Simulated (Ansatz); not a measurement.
`[OH][Zr]([Br])([Br])[Br]` at its PBE0-D4/def2-TZVP geometry, where that method's forces vanish. Total charge 0; spin multiplicity 1. Zr: def2 effective core potential.

```xyz
6

O    -0.4082    1.1415   -0.8768
Zr    0.1030   -0.2881    0.2217
Br    1.6066   -1.8007   -1.0621
Br    1.2994    0.6057    2.2133
Br   -1.9326   -1.5275    0.9411
H    -0.6682    1.8691   -1.4372
```

**Question.** What forces (eV/Å) does B3LYP-D4/def2-TZVPP give on these atoms in Ansatz 0.2.0? (Estimate.)

**Answer.** Ansatz gave: 
```
O1  -0.088  0.246 -0.189
Zr2  0.028 -0.078  0.060
Br3  0.158 -0.159 -0.135
Br4  0.126  0.094  0.209
Br5 -0.214 -0.130  0.076
H6  -0.010  0.027 -0.021
```

B3LYP here is the variant with VWN-RPA as its local correlation; programs differ in this.
